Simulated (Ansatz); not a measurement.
Cl2Ge (SMILES [Cl][Ge][Cl]), singlet, at a GFN2-xTB geometry; SC-NEVPT2/cc-pVDZ, CASSCF(2,4) (Ansatz, a quantum-chemistry and plane-wave program).

Input for Ansatz:
Ansatz 0.2 input:
```yaml
crystal:
  periodic: [false, false, false]
  atoms:
    - {symbol: Ge, position_ang: [0.03708706, -0.04229772, 0.71659349]}
    - {symbol: Cl, position_ang: [1.00471861, 1.32222639, -0.65255028]}
    - {symbol: Cl, position_ang: [-1.07452955, -1.24260715, -0.69633159]}
basis:
  gaussian:
    orbitals: cc-pVDZ
magnetization: {spin_polarized: false}
correlation: {method: sc_nevpt2, electrons: all, active_space: {window: {electrons: 2, orbitals: 4}}}
```

### Question
Write the output that Ansatz gives for this input, abridged.

### Answer

```
Functional definition: HF
719 factors; integrals over basis functions are off by at most 6.6e-4 eV
mean field evaluation 1: about -81481.3793 eV, gradient 1.7e1 eV
mean field evaluation 2: about -81481.4472 eV, gradient 1.8e1 eV
mean field evaluation 4: about -81482.5736 eV, gradient 1.2e0 eV
mean field evaluation 8: about -81482.5926 eV, gradient 7.7e-5 eV
mean field -81482.59257265 eV, -2994.4300461601 hartree, gradient 2.7e-6 eV, S^2 0.000000; 0 other end points of the search recorded, 0 dependent functions left out
reference -81482.59257265 eV, -2994.4300461601 hartree; 33, 33 occupied and 30, 30 virtual orbitals, 719 factors
state -81483.38120354 eV, -2994.4590278107 hartree
state -81483.38120354 eV, -2994.4590278107 hartree; corrected -81492.81845939 eV, -2994.8058405662 hartree
Total energy: -81492.81845939 eV, -2994.8058405662 hartree
```
